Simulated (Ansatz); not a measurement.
Ideal-gas functions of C₂H₃ISi, SMILES `IC1=C[SiH2]1` at 500 K and 1 bar, from an Ansatz frequency run at PBE0-D4/def2-TZVP.

Molar mass 182.04 g/mol, point group Cs (symmetry number 1), electronic degeneracy 1, moments of inertia 32.366, 427.413, 453.708 u Å². Harmonic wavenumbers (cm⁻¹, unscaled): 209, 247, 326, 555, 652, 661, 753, 834, 899, 978, 1043, 1590, 2241, 2252, 3225.

Use S(trans) = R[1.5 ln M + 2.5 ln T − 1.1517]; rotational temperatures θ = 24.2544 K / I; S(rot) = R[ln(√π/σ · √(T³/θAθBθC)) + 1.5]; for each mode x = 1.438777 ν̃/T, S = R[x/(eˣ − 1) − ln(1 − e⁻ˣ)] and H = RT x/(eˣ − 1); 1 cm⁻¹ = 0.0119627 kJ/mol; R = 8.31446 J/(mol·K).

Problem. By hand: the entropy, in J/(mol·K).

Solution. Translation 184.5. Rotation: θ = 0.7494, 0.0567, 0.0535 K, giving 120.0. Vibration, mode by mode: 12.67, 11.33, 9.14, 5.25, 4.20, 4.12, 3.34, 2.78, 2.40, 2.01, 1.73, 0.48, 0.10, 0.10, 0.01, in all 59.7. Electronic 0.0. Sum 364.2 J/(mol·K).

Problem. By hand: H − E and G − E in kJ/mol, counted from the electronic energy.

Solution. Zero-point energy ½ × 16465 × 0.0119627 = 98.5; thermal vibration 17.6; translation, rotation and pV give 4 RT = 16.6. H − E = 132.7 kJ/mol, and G − E = 132.7 − 500 × 364.2/1000 = -49.4 kJ/mol.

Vibration gives 16 % of the entropy.
